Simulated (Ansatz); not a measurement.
Calculated with Ansatz (gas phase, PBE0-D4/def2-TZVP geometries, no zero-point term in ΔE). CCSD(T)/CBS is the MP2 limit (def2-TZVPP, def2-QZVPP) plus CCSD(T) − MP2 in def2-TZVPP, frozen cores. This one scheme is used for every species. Functionals use def2-TZVPP. B3LYP here is the variant with VWN-RPA as its local correlation; programs differ in this. Each species was taken in one conformer, which may not be the lowest.

Reaction (hydrogenolysis of the Si–Si bond): `BC(F)[SiH2][SiH3]` + H₂ → `BC(F)[SiH3]` + SiH₄

| level | ΔE (kJ/mol) |
| --- | --- |
| PBE0-D4 | -9.2 |
| B3LYP-D4 | -20.5 |
| ωB97X-V | -22.0 |
| B2PLYP | -28.9 |
| SCS-MP2/def2-TZVPP | -30.7 |
| CCSD/def2-TZVPP | -29.0 |
| HF/def2-QZVPP | -58.5 |
| MP2/def2-QZVPP | -20.0 |

(1) What does CCSD(T)/CBS give? (Estimate.)

Largest T1 diagnostic among the species: 0.014.

Answers

(1) Computed: -18.8 kJ/mol. The listed levels differ from it by 9.6, -1.7, -3.2, -10.1, -11.9, -10.2, -39.7, -1.2 kJ/mol.

From PBE to PBE0 (25 % exact exchange), in def2-TZVPP and without D4, ΔE moves by −6.6 kJ/mol. In def2-TZVPP, CCSD(T) changes the Hartree–Fock value by +35.7 kJ/mol (the triples alone add +6.5 kJ/mol) and MP2 by +36.2 kJ/mol.
